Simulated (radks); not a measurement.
Task: Ar2+, 16 electrons, occupied as [Ne] 3s2 3p4. All-electron calculation, scalar-relativistic Kohn-Sham, r2SCAN, spin-polarised, spherical densities, finite nucleus; open shells are filled with parallel spins first; meta-GGA in the generalised Kohn-Sham scheme; Fermi nuclear charge, rms radius 3.4274 fm. Program: a radial shooting solver on a logarithmic mesh with Libxc functionals. Some entries of the table are withheld. Estimate them.

orbital,occ.,eigenvalue (hartree),<1/r> (bohr^-1)
1s up,1,-116.3851,17.69
1s down,1,-116.3608,17.69
2s up,1,-12.22822,3.573
2s down,1,-12.21603,3.570
2p up,3,-9.68986,3.460
2p down,3,-9.66383,3.457
3s up,1,-1.95242,1.039
3s down,1,-1.82535,1.029
3p up,3,-1.36582,0.9272
3p down,1,-1.24560,0.9137
3d up,0,-0.54484,(1)
3d down,0,-0.45175,(2)

Result: 
(1) 3d up <1/r> (bohr^-1): 0.6697
(2) 3d down <1/r> (bohr^-1): 0.6263
